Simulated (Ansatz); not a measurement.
Geometry optimisation, RHF/def2-SVP (Ansatz 0.2.0).

input.yaml

```yaml
crystal:
  periodic: [false, false, false]
  atoms:
    - { symbol: Sn, position_ang: [0.0, 0.0, 0.0] }
    - { symbol: Cl, position_ang: [0.0, 0.0, 2.41] }
    - { symbol: H, position_ang: [1.6408, 0.0, -0.5794] }
    - { symbol: Cl, position_ang: [-1.1351, 1.9666, -0.8025] }
    - { symbol: C, position_ang: [-1.0126, -1.7544, -0.716] }
    - { symbol: H, position_ang: [-1.5123, -2.2661, 0.1329] }
    - { symbol: H, position_ang: [-1.7727, -1.4617, -1.4701] }
    - { symbol: H, position_ang: [-0.2768, -2.4431, -1.1811] }
basis:
  gaussian: { orbitals: def2-SVP }
hamiltonian:
  xc: hf
relax:
  f_tol: 0.02
  max_steps: 40
output:
  orbitals: {}
```

Run as:

```bash
$ ansatz run input.yaml --threads 1 --pin off --max-ram 2048MiB --backend cpu --events-out ev --progress --plain --runs-dir out
```

Q: Where does it end, and by what steps?

A: The forces met the threshold. After 4 steps the energy has fallen by 0.147 eV; H3 moved furthest, 0.16 Å.

```json
{"step": "0", "energy less start (eV)": "0.0000", "largest force component (eV/Å)": "0.930", "accepted": "yes"}
{"step": "1", "energy less start (eV)": "-0.0930", "largest force component (eV/Å)": "0.628", "accepted": "yes"}
{"step": "2", "energy less start (eV)": "-0.1429", "largest force component (eV/Å)": "0.197", "accepted": "yes"}
{"step": "3", "energy less start (eV)": "-0.1469", "largest force component (eV/Å)": "0.044", "accepted": "yes"}
{"step": "4", "energy less start (eV)": "-0.1473", "largest force component (eV/Å)": "0.016", "accepted": "yes"}
```

```xyz
8
Properties=species:S:1:pos:R:3
Sn 0.046 -0.044 -0.043
Cl -0.006 0.000 2.309
H 1.666 0.142 -0.508
Cl -1.101 1.882 -0.757
C -1.029 -1.766 -0.717
H -1.527 -2.231 0.132
H -1.773 -1.460 -1.451
H -0.344 -2.481 -1.171
```

Whether the end is a true minimum wasn't checked by a vibrational analysis.

Time of the run: 18 s on 1 thread of Arm Neoverse V1, with other jobs on the host, peak memory 0.21 GiB.
